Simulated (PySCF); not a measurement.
Species: C4H7F2NO.
Z-matrix (Å and degrees, GFN2-xTB geometry), rows numbered from 1:
```
C 
C   1  1.4961
N   2  1.2566  1  128.06
C   2  1.5157  1  115.44  3   178.71
O   4  1.4270  2  111.74  1   -64.44
C   5  1.3465  4  114.78  2   -63.28
F   6  1.3416  5  108.88  4  -153.63
F   6  1.3629  5  111.62  4    90.44
H   1  1.0885  2  109.61  3  -129.38
H   1  1.0878  2  111.20  3    -8.17
H   1  1.0895  2  109.41  3   112.49
H   3  1.0179  2  115.40  1    -0.66
H   4  1.0961  2  109.20  1   173.44
H   4  1.0912  2  110.91  1    51.78
H   6  1.1063  5  114.57  4   -31.24
```

Method used: PySCF, TDDFT PBE0/def2-SVPD, vertical, gas phase, core orbitals frozen in the response.

```
state  E (eV)  ν̃ (cm⁻¹)       f  main configurations (H = HOMO, L = LUMO)
   S1    5.21      42020  0.0026                                 H→L (98%)
   S2    7.17      57800  0.0021                  H-1→L (66%), H-2→L (29%)
   S3    7.23      58330   0.047                               H→L+1 (93%)
   S4    7.95      64130   0.045                               H→L+2 (84%)
   S5    8.11      65450  0.0084                  H→L+3 (69%), H→L+4 (18%)
   S6    8.17      65860   0.076     H-2→L (25%), H-3→L (19%), H→L+4 (18%)
```

Triplets (Tamm–Dancoff): T1 4.38 eV, H→L (96%); T2 5.17 eV, H-2→L (58%), H-1→L (36%).

The lowest singlet lies at 5.21 eV (238 nm, ultraviolet) and is very weak; its leading configuration is HOMO→LUMO (98%). The strongest level in the table is S6 at 8.17 eV (152 nm, f = 0.076). It is the last of those listed, so stronger ones may follow. Löwdin shares by element: HOMO nitrogen 56%, carbon 20% or more, hydrogen 8% or more (atoms not listed hold the other 15%); LUMO carbon 45% or more, nitrogen 35% (atoms not listed hold the other 20%). The listed states span 2.96 eV, and the widest gap between neighbours is 1.96 eV (S1 to S2). Of the 6 states listed, 3 reach f = 0.01 and none stays under 0.0005. Orbital energies (eV): HOMO-3 -10.23, HOMO-2 -9.40, HOMO-1 -9.26, HOMO -7.82, LUMO -0.60, LUMO+1 0.59, LUMO+2 1.22. The window holds the lowest 6 singlets.

Time: 36 s; peak memory 0.86 GiB. Hardware: one thread of an Arm Neoverse V1, on a shared host.

One conformer stands for the species.
